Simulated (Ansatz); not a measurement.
Process, species as SMILES: [SiH3]N[SiH2]O[SiH3] → [SiH3][N][SiH2]O[SiH3] + H atom (the H-N bond at the site shown breaks; other sites are not compared here)
Geometries: B3LYP-D3(BJ)/def2-TZVP minima from Ansatz (a program for electronic structure), one conformer each, not searched for the lowest.

Wanted: bond dissociation energy (electronic energy difference), in kcal/mol. Cores are frozen in the correlated levels unless marked. Open shells are spin-unrestricted. No spin-orbit coupling. Non-relativistic. CBS marks a two-point X^-3 extrapolation of the correlation energy; Hartree-Fock from the larger set.

| level | program | bond dissociation energy (kcal/mol) |
|---|---|---|
| PBE0/STO-3G | Ansatz | 128.9 |
| PBE0/def2-QZVPP | Ansatz | 112.7 |
| r2SCAN0/def2-TZVPD | Ansatz | 111.5 |
| CAM-B3LYP-D4/def2-TZVPD | Ansatz + dftd4 | 114.3 |
| LC-wPBE/def2-TZVPD | Ansatz | 114.2 |
| B2PLYP/def2-TZVPD | Ansatz | 114.4 |
| MP2/STO-3G | Ansatz | 115.5 |

### Question
Estimate the value at CCSD(T)/CBS(cc-pV(T+d)Z,cc-pV(Q+d)Z) as computed with Ansatz.

### Answer
118.1 kcal/mol
